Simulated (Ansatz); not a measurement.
```yaml
crystal:
  periodic: [false, false, false]
  atoms:
    - {symbol: C, position_ang: [0.150464, 1.465725, -1.383659]}
    - {symbol: N, position_ang: [1.033216, 1.161353, -0.256568]}
    - {symbol: In, position_ang: [0.311233, -0.727455, 1.041526]}
    - {symbol: C, position_ang: [0.381783, -2.181500, -0.575229]}
    - {symbol: C, position_ang: [-1.617786, 0.093596, 1.622760]}
    - {symbol: H, position_ang: [-0.852375, 1.664183, -1.004914]}
    - {symbol: H, position_ang: [0.094421, 0.593709, -2.035541]}
    - {symbol: H, position_ang: [0.483690, 2.326224, -1.971232]}
    - {symbol: H, position_ang: [1.100248, 1.953228, 0.372522]}
    - {symbol: H, position_ang: [1.974122, 0.965593, -0.578571]}
    - {symbol: H, position_ang: [1.633730, -0.666596, 2.181547]}
    - {symbol: H, position_ang: [0.273592, -3.194058, -0.179212]}
    - {symbol: H, position_ang: [1.336890, -2.140128, -1.105390]}
    - {symbol: H, position_ang: [-0.423817, -2.020494, -1.295483]}
    - {symbol: H, position_ang: [-2.309842, 0.129355, 0.778141]}
    - {symbol: H, position_ang: [-2.074857, -0.525361, 2.398445]}
    - {symbol: H, position_ang: [-1.513612, 1.102222, 2.031056]}
basis:
  gaussian: {orbitals: def2-TZVP}
magnetization: {spin_polarized: true, initial_magnetization: 1}
hamiltonian: {xc: {name: revPBE0}}
output: {forces: true}
```

```sh
$ ansatz run in.yaml --threads 8 --pin off --events-out ev --progress --plain --max-ram 20889MiB
```

Shortened log:

```
Error: a molecule whose nuclei and cores have a total charge of 58 cannot have a net charge of 0 together with 1 unpaired electrons
```

(1) Something in this input is off. What?

Answers

(1) The number of unpaired electrons doesn't fit the electron count. The program refused the input.
